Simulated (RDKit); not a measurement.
Input file for RDKit: UFF on H5NO3Si (SMILES N[Si](O)(O)O).

```python
from rdkit import Chem
from rdkit.Chem import AllChem, rdDetermineBonds

blocks = [
'''10

N     1.36920330   -0.46503114   -0.24634682
Si   -0.22911636    0.10569302   -0.07532257
O    -0.22854594    1.35920373    0.98889670
O    -0.85941118    0.68041589   -1.46791916
O    -1.18742529   -1.14709814    0.38920847
H     1.53709813   -1.31614416   -0.76072435
H     2.11566345    0.19602124   -0.39802664
H     0.16583128    1.21417068    1.85185871
H    -1.75745397    1.02060885   -1.44683546
H    -0.92594343   -1.64793998    1.16511112
''',
]
mol = None
for b in blocks:
    f = Chem.MolFromXYZBlock(b)
    rdDetermineBonds.DetermineBonds(f, charge=0)
    mol = f if mol is None else Chem.CombineMols(mol, f)
Chem.SanitizeMol(mol)
print(Chem.MolToSmiles(Chem.RemoveHs(mol)))
ff = AllChem.UFFGetMoleculeForceField(mol, vdwThresh=100.0, ignoreInterfragInteractions=False)
e = ff.CalcEnergy()
print(f'UFF energy {e:.6f} kcal/mol')
```

It printed:

```
N[Si](O)(O)O
UFF energy 27.168501 kcal/mol
```

The run finished.

Cost: very roughly 0.010 core-seconds.
